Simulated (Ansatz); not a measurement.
Species: diselenium, Se2 (charge 0, triplet). SMILES: [Se]=[Se]
Geometry: optimised at B3LYP-D3(BJ)/def2-TZVP (Ansatz, a program for electronic structure).

Wanted: atomisation energy, in kcal/mol. Terms: spin-orbit terms left out; atomisation electronic, to ground-state atoms; LANL2DZ with its own core potentials from Na on; UHF or UKS for open shells; 6-31G* and kin with 6d, 5d where marked; non-relativistic. First-principles rows: single points at B3LYP-D3(BJ) geometries (Ansatz). The Hartree-Fock reference of [Se]=[Se] (triplet) is unstable towards a lower, spin-broken solution.

```csv
level,program,atomisation energy (kcal/mol)
HF/STO-3G,Ansatz,39.8
HF/3-21G,Ansatz,4.4
HF/LANL2DZ,Ansatz,-3.2
HF/6-31G*,Ansatz,28.9
```

No value to compare with is used here. The 4 habitual levels span -3.2 (HF/LANL2DZ) to 39.8 kcal/mol (HF/STO-3G).

The sets are all those run for this method; left out are runs that failed, that the program found above a lower state of the same kind, or whose <S^2> lies over 0.5 above the pure value.
